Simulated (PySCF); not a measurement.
C7H11O (doublet state).
Structure used (GFN2-xTB), in Å, numbered top down from 1:
```xyz
19
C7H11O angstrom
C     -0.761    2.318   -0.564
C      0.004    1.271   -0.828
C     -0.097   -0.063   -0.135
C      0.802    0.054    1.036
C      2.201   -0.410    0.990
C     -1.513   -0.627    0.114
C     -1.058   -1.769   -0.794
O      0.214   -1.164   -1.013
H     -1.561    2.273    0.156
H     -0.609    3.265   -1.053
H      0.814    1.322   -1.542
H      0.460    0.666    1.854
H      2.342   -1.065    0.134
H      2.461   -0.945    1.906
H      2.902    0.429    0.908
H     -1.721   -0.901    1.145
H     -2.317   -0.017   -0.288
H     -0.958   -2.743   -0.306
H     -1.615   -1.882   -1.729
```

The hyperfine couplings belong to this conformer and change with its torsions.

Identity: `[C@@]1([CH]C)(OCC1)C=C` [radical].

Theory: PySCF 2.14.0, UKS B3LYP, pcH-1 on C H O, non-relativistic, mean-field spin-orbit, GIAO. One conformer (not necessarily the lowest) at the GFN2-xTB geometry, without solvent, vibrations or thermal averaging. The geometry wasn't refined by DFT: couplings that depend on bond lengths, twists or pyramidal angles can differ widely from those at the functional's own minimum. Stability of the SCF solution: not tested.

Question: Predict the first-order ENDOR lines of H13/H14/H15, H12, H9, H10, H17, H16, H19, H11 and H18 under fast tumbling at B = 3369.5 mT (W band).

Answer: ν± = |νn ± a/2|, one line for each electron-spin manifold; νn = |g_N| × 7.62259 MHz/T × B.

```
     nuclei  isotope     g_N  νn (MHz)  a_iso (MHz)  lower line (MHz)  upper line (MHz)
H13/H14/H15       1H  5.5857    143.46        78.13            104.40            182.53
        H12       1H  5.5857    143.46       -57.42            114.75            172.18
         H9       1H  5.5857    143.46        -5.43            140.75            146.18
        H10       1H  5.5857    143.46        -3.55            141.69            145.24
        H17       1H  5.5857    143.46         2.66            142.13            144.80
        H16       1H  5.5857    143.46        -1.44            142.75            144.18
        H19       1H  5.5857    143.46         1.11            142.91            144.02
        H11       1H  5.5857    143.46         0.86            143.03            143.90
        H18       1H  5.5857    143.46         0.79            143.07            143.86
```

Question: Which pairs are centred on the nuclear Larmor frequency, and which on half the coupling?

Answer: Centred on νn, since |a| < 2νn: H13/H14/H15, H12, H9, H10, H17, H16, H19, H11 and H18. No pair has |a| > 2νn.

Means are taken over nuclei equivalent by connectivity, which assumes that they swap fast. The three 1H nuclei of mean +78.1 MHz run from 6.7 to 137.8 MHz in the frozen geometry.

Largest spin populations (Mulliken): C4 (+0.98), C1 (+0.11) and C5 (-0.09). No atom but C4 exceeds +0.15. The positive populations add up to 1.22 and the negative ones to -0.22, together 2S = 1. The angles at C4 add up to 358.9°, so it is planar; its axial dipolar tensor and the negative coupling of its proton fit spin in a p orbital normal to that plane.
